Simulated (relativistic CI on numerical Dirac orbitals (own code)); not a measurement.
## Cd4+: 3p photoemission

Computed with this model: Dirac-Coulomb-Breit CI, KLI orbitals optimised for each configuration, a model potential for QED, valence Slater integrals scaled by 0.9, multiplet model of photoemission in the sudden approximation; configurations [Kr] 4d8 → [Ne] 3s2 3p5 3d10 4s2 4p6 4d8; 300 K; Lorentzian 2 eV and Gaussian 0.6 eV FWHM. Energies are those of the free ion, without screening or charge transfer. The energies are binding energies and can lie tens of eV above those of solids. S is read from ⟨S²⟩ = S(S + 1).

Field parameters in Wybourne normalisation: D3d B²₀ = −7Dσ, B⁴₀ = −14Dq − 21Dτ, B⁴₃ = −14√(10/7) Dq. The field is a parameter set, without covalency.

free ion: ground-state S = 0.99, centroid 697.37 eV. Peaks (eV, height): 685.6 (100), 720.6 (55).

D3d, 10Dq = 39450, Dσ = 80, Dτ = -380 cm⁻¹: ground-state S = 1.00, centroid 697.44 eV. Peaks (eV, height): 685.8 (100), 720.6 (53).

Strongest unbroadened transitions for D3d, 10Dq = 39450, Dσ = 80, Dτ = -380 cm⁻¹:

```
Energy (eV)  Relative strength
     685.51              100.0
     685.53               49.9
     685.93               49.2
     685.94               49.2
     686.13               47.2
     687.60                0.6
     687.63                0.5
     687.93                2.3
     691.66                0.1
     691.78                0.2
     692.77                0.2
     692.81                0.1
     693.06                0.2
     720.50               50.2
     720.74               50.0
     720.75               49.9
     722.80                0.2
     722.81                0.2
```
